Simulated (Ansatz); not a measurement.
Species: GaN2H5, charge 0, singlet. GaN2H5 (SMILES [GaH]([NH2])[NH2]).
B3LYP-D3(BJ)/def2-TZVP minimum from Ansatz (a program for electronic structure):
```
Ga
N 1 1.8259
H 2 1.0056 1 123.22
H 2 1.0061 3 112.00 1 -174.38
N 1 1.8259 2 116.79 3 -176.51
H 5 1.0056 1 123.22 2 -176.51
H 5 1.0061 6 112.00 1 -174.38
H 1 1.5530 2 121.60 3 3.49
```

Total energies in cc-pVDZ, 18 correlated electrons, 16 frozen orbitals. UHF or UKS for unpaired electrons; spin-orbit terms are left out. Cores are frozen in correlated methods (noble-gas shells, and filled d and f shells in the p block). No relativity.

| method | program | energy (Eh) | minus CCSDT(Q) (mEh) |
|---|---|---|---|
| HF | Ansatz | -2035.06062 | 460.38 |
| MP2 | Ansatz | -2035.47761 | 43.39 |
| CCSD | Ansatz | -2035.50821 | 12.79 |
| CCSD(T) | Ansatz | -2035.51909 | 1.91 |
| CCSDT(Q) | Ansatz | -2035.52100 | 0.00 |

Rough core times of Ansatz's runs on a shared machine: CCSD(T) under 20 s, CCSDT(Q) 4 min.
